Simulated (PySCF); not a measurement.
## Unknowns

- PBE0/pcSseg-1 with gauge-including orbitals
- GFN2-xTB geometry
- program: PySCF 2.14
- averaged over atoms made equivalent by symmetry, fast rotation or ring inversion, no relativistic terms, isolated molecule, a single conformation

Referencing at the same level of theory: 1H (31.72 ppm), 13C (186.93 ppm) against TMS. Splittings of carbon signals by F and P are missing where no couplings were computed. Where no couplings were computed, multiplicities follow the n + 1 count of equivalent neighbours, and m marks all less simple cases (inequivalent or close neighbours, rings, F or P nearby). Shifts are as computed. Against solution values, carbons near 30 ppm lie about +3 ppm off and those near 130 ppm about +5 ppm. Of 1211 compounds with measured shifts, 218 miss one by over three times the rms of a fit or turn the order of signals round; such compounds aren't used in these exercises.

**Question.** C4H10OSi2. 1H NMR (600 MHz, computed): δ 5.25 (q, 2H), 5.17 (s, 2H), 2.10 (s, 3H), 0.39 (t, 3H). 13C{1H} NMR (computed): δ 112.3, 86.7, 6.0, 0.2. Give a structure.

**Answer.** SMILES CC#C[SiH2]O[SiH2]C. Rings plus π bonds: 2 (no ring in the answer). 4 carbon signals for 4 carbons: no two carbons are equivalent. Carbon types of the structure: 2 × C, 2 × CH3, leaving 4 H on heteroatoms. δC 112.3, 86.7: alkyne carbon. δC 6.0: propargylic methyl carbon; aliphatic region, no heteroatom directly attached. δC 0.2: methyl carbon bonded to Si; an electropositive neighbour leaves it electron-rich and shielded. δH 0.39: hydrogen on a methyl carbon bonded to Si; an electropositive neighbour shields it, as in TMS itself.

This is the structure that produced the data.

**Question.** C7H11NSi. 1H NMR (600 MHz, computed): δ 5.31 (br s, 1H), 5.12 (br s, 1H), 4.98 (m, 1H), 4.89 (m, 1H), 3.48 (m, 1H), 2.03 (m, 1H), 1.99 (s, 3H), 1.96 (m, 1H), 1.51 (m, 1H). 13C{1H} NMR (computed): δ 155.6 (C), 126.8 (C), 119.1 (CH2), 50.5 (CH), 19.5 (CH3), 16.9 (CH), 11.6 (CH2). What is it?

**Answer.** SMILES C=C(C)[C@@H]1C[SiH2][C@H]1C#N. The formula gives 4 degrees of unsaturation (1 ring in the answer). 7 carbon signals for 7 carbons: no two carbons are equivalent. Carbon types of the structure: 2 × C, 2 × CH, 2 × CH2, 1 × CH3, leaving 2 H on heteroatoms. δC 155.6: fully substituted alkene carbon; as expected for a trigonal carbon in a double bond. δC 126.8: nitrile carbon; typical of a nitrile. δC 119.1: terminal =CH2 carbon; as expected for a trigonal carbon in a double bond. δC 11.6: sp3 CH2 bonded to Si; an electropositive neighbour leaves it electron-rich and shielded.

This is the structure that produced the data.

**Question.** C9H13P. 1H NMR (300 MHz, computed): δ 6.88 (m, 2H), 6.18 (m, 2H), 5.56 (m, 1H), 5.31 (m, 1H), 5.25 (m, 1H), 3.37 (m, 1H), 1.50 (m, 3H), 0.01 (m, 2H). 13C{1H} NMR (computed): δ 152.9, 147.6, 136.1, 121.5, 51.5, 18.9, 3.7. Give a structure.

**Answer.** SMILES C=C[C@H]1C=C[P@](=C)(C)C=C1. 7 carbon signals for 9 carbons: some carbons are equivalent by symmetry or fast rotation. Carbon types of the structure: 6 × CH, 2 × CH2, 1 × CH3, which accounts for all hydrogens. δC 152.9, 147.6, 136.1: alkene CH; the olefinic region. δC 121.5: terminal =CH2 carbon; as expected for a trigonal carbon in a double bond. δC 51.5: allylic sp3 CH; aliphatic region, no heteroatom directly attached. δH 5.31, 5.25: hydrogen on a terminal =CH2 carbon; attached to an sp2 carbon and in the plane of the double bond.

The shifts were computed for this structure.

**Question.** C4H9FOSi. 1H NMR (400 MHz, computed): δ 5.15 (m, 2H), 5.07 (m, 2H), 4.49 (m, 1H), 4.40 (m, 1H), 2.02 (s, 3H). 13C{1H} NMR (computed): δ 160.7, 98.5, 76.9, 21.7. What is it?

**Answer.** `C=C(C)O[SiH2]CF`. The formula gives 1 degree of unsaturation (no ring in the answer). 4 carbon signals for 4 carbons: no two carbons are equivalent. Carbon types of the structure: 1 × C, 2 × CH2, 1 × CH3, leaving 2 H on heteroatoms. δC 160.7: alkene carbon bearing oxygen; an sp2 carbon further deshielded by the attached heteroatom. δC 98.5: β carbon of an enol-ether or enamine type C=C; the O or N lone pair pushes π density onto this β carbon and shields it. δC 76.9: sp3 CH2 bonded to F and Si; deshielded by the electronegative neighbour. δC 21.7: allylic methyl carbon; a saturated carbon with 1 carbon neighbour and no heteroatom attached.

The shifts were computed for this structure.
